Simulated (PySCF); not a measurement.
Two-dimensional NMR puzzle

Compound of formula C7H7NO. Correlations simulated from computed shifts and the bond graph:

HSQC (one-bond C–H):
```csv
δH,δC
9.17,159.4
8.03,127.0
2.64,28.3
```

COSY cross peaks (H two or three bonds apart, from the bond graph; peaks can be absent where the dihedral angle is near 90°):
```csv
δH,δH
9.17,8.03
```

HMBC (two and three bonds, from the bond graph):
```csv
δH,δC
9.17,"159.4, 147.3, 127.0"
8.03,"204.5, 159.4, 147.3, 127.0"
2.64,"204.5, 147.3"
```

Carbons without hydrogens: δ 204.5, 147.3.

No relativistic terms, fast rotation and ring inversion assumed for equivalent nuclei, in vacuum, single conformer. Geometry: PBE0-D3(BJ)/def2-TZVP; NMR shieldings at B97-2/pcSseg-2/GIAO; PySCF 2.14.

δ = σ(ref) − σ, references computed at the same level: TMS for 1H (31.64 ppm) and 13C (185.38 ppm).

Exchangeable hydrogens are left out of these lists.

Assemble the structure.

## Answers

SMILES CC(=O)c1ccncc1.

Mapped SMILES: `[CH3:1][C:2](=[O:3])[c:4]1[cH:5][cH:6][n:7][cH:8][cH:9]1`. Hydrogens are named by the atom that carries them.

1. δC 204.5 is C2, a ketone carbonyl carbon.
2. δC 159.4 is C6/C8, an aromatic CH next to a ring nitrogen (δH 9.17).
3. δC 147.3 is C4, a substituted aromatic carbon.
4. δC 127.0 is C5/C9, an aromatic CH (δH 8.03).
5. δC 28.3 is C1, a methyl carbon α to a carbonyl (δH 2.64).
6. HMBC from δH 9.17 reaches the proton-free carbon C4.
7. HMBC from δH 8.03 reaches the proton-free carbons C2, C4.
8. HMBC from δH 2.64 reaches the proton-free carbons C2, C4.
9. COSY links 9.17–8.03.

The shifts were computed for this structure.

Shifts are as computed. Against solution values, carbons near 30 ppm lie about +3 ppm off and those near 130 ppm about +7 ppm. Of 1309 compounds with measured shifts, 239 miss one by over three times the rms of a fit or turn the order of signals round; such compounds aren't used in these exercises.
